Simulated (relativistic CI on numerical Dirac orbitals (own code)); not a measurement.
# Mn²⁺ in a cubic cluster: L2,3 absorption with charge transfer

Computed with a charge-transfer multiplet model of a cubic metal-ligand cluster with up to 3 ligand holes, Slater and spin-orbit integrals from Dirac-Coulomb-Breit ions, Slater integrals scaled by 0.9. The ground state mixes d5 with configurations of k ligand holes L, whose averages lie at kΔ + k(k − 1)U_dd/2; a core hole lowers each added d electron by U_cd. 300 K, Lorentzian 0.4 eV and Gaussian 0.3 eV FWHM.

Atomic integrals in eV (Slater integrals scaled, ζ unscaled), ground: F2dd 9.229, F4dd 5.732, zeta_d 0.037; with the core hole: F2dd 9.982, F4dd 6.207, zeta_d 0.052, zeta_core 6.792, F2cd 5.719, G1cd 4.215, G3cd 2.393.

Cluster parameters (eV): Δ = 6.6, U_dd = 5.5, U_cd = 6.1, 10Dq(ligand) = 0.4, V(eg) = 2.6, V(t2g) = -1.12, final-state hopping factor = 0.9.

```
           Case   n_d    d5   d6L  d7L2  d8L3     S
10Dq = -0.05 eV  5.17  0.84  0.16  0.01  0.00  2.50
 10Dq = 0.85 eV  5.16  0.84  0.15  0.01  0.00  2.50
 10Dq = 1.45 eV  5.16  0.85  0.14  0.01  0.00  2.50
```

Weights, n_d and S are thermal averages at 300 K. Photon energies count from the first peak over 30 % of the highest in each spectrum, which can be another peak from case to case. The parameters are a model scan and need not match a compound or its usual spin state. A negative ionic 10Dq is a model choice; hopping adds the covalent part of the field. Peaks in eV (height, largest 100):
- 10Dq = -0.05 eV: 0.0 (100), 1.3 (42), 3.8 (12), 10.4 (15), 12.3 (22)
- 10Dq = 0.85 eV: -1.5 (28), 0.0 (100), 1.4 (30), 3.5 (10), 9.6 (13), 11.4 (15), 12.1 (15), 12.4 (15)
- 10Dq = 1.45 eV: 0.0 (37), 2.0 (100), 3.3 (26), 5.4 (9), 6.3 (6), 11.2 (13), 13.2 (17), 14.4 (12)

Curve for 10Dq = 1.45 eV (points under 2 left out, the grid thinned):

(E (eV), Intensity): (-1.4, 2.1), (-1.0, 4.2), (-0.7, 9.3), (-0.3, 22.1), (0.1, 37.2), (0.4, 21.3), (0.8, 14.8), (1.2, 14.8), (1.5, 30.1), (1.9, 94.7), (2.3, 69.0), (2.6, 38.2), (3.0, 23.6), (3.4, 24.5), (3.7, 18.2), (4.1, 12.0), (4.5, 10.2), (4.8, 8.4), (5.2, 8.2), (5.6, 7.6), (5.9, 5.8), (6.3, 6.2), (6.6, 4.7), (7.0, 3.0), (7.4, 3.0), (7.7, 3.3), (8.1, 3.0), (8.5, 2.1), (9.8, 2.5), (10.2, 3.4), (10.6, 6.5), (10.9, 11.2), (11.3, 12.3), (11.7, 8.5), (12.0, 7.4), (12.4, 7.2), (12.8, 12.2), (13.1, 16.8), (13.5, 14.6), (13.9, 10.9), (14.2, 11.5), (14.6, 11.1), (15.0, 6.6), (15.3, 4.4), (15.7, 2.1)

For the case 10Dq = 0.85 eV, Δ = 6.6 eV is larger than U_dd = 5.5 eV, the Mott-Hubbard side of the Zaanen-Sawatzky-Allen scheme. With the core hole the configuration with one ligand hole lies at Δ + U_dd − U_cd = 6.0 eV above the one without, against Δ in the ground state. The added d electron screens the hole, so the order of the configurations is kept and charge-transfer satellites are weaker than in photoemission.
